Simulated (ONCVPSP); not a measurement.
## Transferability test, ONCV potential for zirconium

- Element: Zr
- Generator: ONCVPSP 4.0.1
- Type: optimised norm-conserving Vanderbilt (ONCV)
- Functional: PBE
- Relativity: scalar-relativistic
- Frozen core: [Ar] 3d10
- Valence charge: 12
- Reference configuration: 4s2 4p6 4d2.5 5s1.5
- Partial waves: 4s+5s: rc 1.65 bohr, ncon 4, nbas 8, qcut 6 1/bohr, 2 projectors; 4p: rc 1.75 bohr, ncon 4, nbas 7, qcut 8.2 1/bohr, 2 projectors, debl 2.6 Ha; 4d: rc 2.65 bohr, ncon 3, nbas 8, qcut 6.7 1/bohr, 2 projectors, debl 4 Ha
- Local potential: polynomial inside 1.30 bohr (lpopt 3, dvloc0 1 Ha)
- Core correction: none

Energies are relative to the spin-unpolarised reference configuration 4s2 4p6 4d2.5 5s1.5; without spin polarisation the order of configurations can differ from experiment.

```json
{"valence configuration": "4s2 4p6 4d2 5s1", "charge": "+1", "ΔE all-electron (eV)": "6.623", "error AE − PS (meV)": "+0.1"}
{"valence configuration": "4s2 4p6 4d2 5s0", "charge": "+2", "ΔE all-electron (eV)": "19.564", "error AE − PS (meV)": "-3.1"}
{"valence configuration": "4s2 4p6 4d2 5s1.5", "charge": "+0.5", "ΔE all-electron (eV)": "2.366", "error AE − PS (meV)": "+1.0"}
```

Task: What are ΔE and the potential's error for 4s2 4p6 4d2 5s2?

Result: ΔE = -0.514 eV all-electron; the error (AE − PS) is +1.6 meV.

Levels in the configuration 4s2 4p6 4d2 5s0:

| level | all-electron (eV) | pseudo (eV) |
| --- | --- | --- |
| 4s | -68.988 | -69.000 |
| 4p | -46.920 | -46.928 |
| 4d | -17.300 | -17.299 |
